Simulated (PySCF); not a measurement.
PySCF input:

```python
from pyscf import gto, scf, dft

mol = gto.M(
    atom='''
    Te   -0.02177081    0.04093935   -1.34056266
    Te    0.01279236   -0.01002261    1.31143438
    H     0.46687945   -1.60767013    1.51467034
    ''',
    basis='def2-tzvpd',
    ecp='def2-tzvp',
    charge=0,
    spin=1,
    verbose=4,
)

mf = dft.UKS(mol, xc='pw6b95').density_fit(auxbasis='def2-universal-jkfit')
mf.grids.level = 3
mf.conv_tol = 1e-9
mf.max_cycle = 100
mf.max_memory = 1500
mf.kernel()
if not mf.converged:
    mf = mf.newton()
    mf.kernel(mf.make_rdm1())
for _ in range(2):
    mo, _, stable, _ = mf.stability(return_status=True)
    if stable:
        break
    mf.kernel(mf.make_rdm1(mo, mf.mo_occ))
mf.analyze()
```

### Question
Predict the final energy.

### Answer
-536.99773 Eh (PW6B95/def2-TZVPD).

It need not be the lowest isomer of its formula.
